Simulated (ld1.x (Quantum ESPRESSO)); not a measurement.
Before and after: TM potential for iodine

ld1.x (Quantum ESPRESSO) 7.5 input, shortened:

```
&input
   title='I', zed=53., rel=2, dft='BLYP', iswitch=3,
   config='[Kr] 4d10 5s1.5 5p5.5', rel_dist='average'
 /
 &inputp
   pseudotype=2, tm=.true., lloc=0,
   nlcc=.true., new_core_ps=.true., rcore=0.50
 /
3
5P  2  1   5.50   0.00  1.55  1.55  0.0
4D  3  2  10.00   0.00  1.10  1.10  0.0
5S  1  0   1.50   0.00  1.30  1.30  0.0
 &test
   configts(1)='4d10 5s1.5 5p5.5'
 /
```

Open shells are filled in proportion to 2j + 1 (rel_dist='average').

All-electron outer shells of the reference configuration (BLYP, scalar-relativistic, ld1.x):

| shell | level (eV) | outermost node (bohr) | outermost maximum (bohr) |
| --- | --- | --- | --- |
| 4s | -180.97 | 0.37 | 0.68 |
| 4p | -127.96 | 0.37 | 0.72 |
| 4d | -50.71 | 0.35 | 0.78 |
| 5s | -17.65 | 0.88 | 1.70 |
| 5p | -7.18 | 0.96 | 2.02 |

Change: core correction Bessel-smoothed model core inside 1.30 bohr.

Cutoffs: the cutoffs (Ry, on a coarse ladder) from which the occupation-weighted sum of valence levels, in a spherical-Bessel basis at the reference potential, stays within 10 and 1 mRy of its value at 400 Ry; they do not see the model core or the augmentation charge, which bear on the density cutoff. Errors are all-electron minus pseudo energies relative to the spin-unpolarised reference configuration.

Predict the effect on cutoff, ghosts and configuration errors.

The potential gets neither clearly harder nor softer (140 Ry and 230 Ry → 140 Ry and 230 Ry); both files keep a bound ghost (p); of the 7 tests that both files solve, the error grows in 1 and shrinks in 5 by more than 15 % and 0.3 meV (median size 2.4 → 1.9 meV). A wider model core is smoother and lowers the density cutoff, which this test does not measure.

| quantity | base | changed |
| --- | --- | --- |
| cutoff, loose | 140 Ry | 140 Ry |
| cutoff, tight | 230 Ry | 230 Ry |
| bound ghosts | p3/2, p1/2 | p3/2, p1/2 |
| error for 4d10 5s2 5p5, meV [ΔE -5.19 eV] | -1.5 | -1.1 |
| error for 4d10 5s2 5p4, meV [ΔE 5.80 eV] | -2.9 | -2.2 |
| error for 4d10 5s2 5p3, meV [ΔE 25.52 eV] | -0.2 | +1.4 |
| error for 4d9 5s2 5p6, meV [ΔE 40.56 eV] | -146 | -124 |
| error for 4d10 5s2 5p5.3, meV [ΔE -6.93 eV] | -1.0 | -0.8 |
| error for 4d9 5s2 5p5, meV [ΔE 52.79 eV] | -72 | -46 |
| error for 4d10 5s2 5p4.5, meV [ΔE -0.73 eV] | -2.4 | -1.9 |
| s: phases at 1.71 bohr within 0.05 rad from the reference energy up to (Ry; the scan ends near 5) | -0.5 | -0.5 |
| p1/2: phases at 1.71 bohr within 0.05 rad from the reference energy up to (Ry; the scan ends near 5) | to the end of the scan | to the end of the scan |
| p3/2: phases at 1.71 bohr within 0.05 rad from the reference energy up to (Ry; the scan ends near 5) | to the end of the scan | to the end of the scan |
| d3/2: phases at 1.71 bohr within 0.05 rad from the reference energy up to (Ry; the scan ends near 5) | 0.2 | 0.2 |
| d5/2: phases at 1.71 bohr within 0.05 rad from the reference energy up to (Ry; the scan ends near 5) | 0.4 | 0.4 |

 A true bound ghost makes a file unfit for plane-wave use even where its test errors are small: the radial tests pick states by their node count and pass the ghost by.
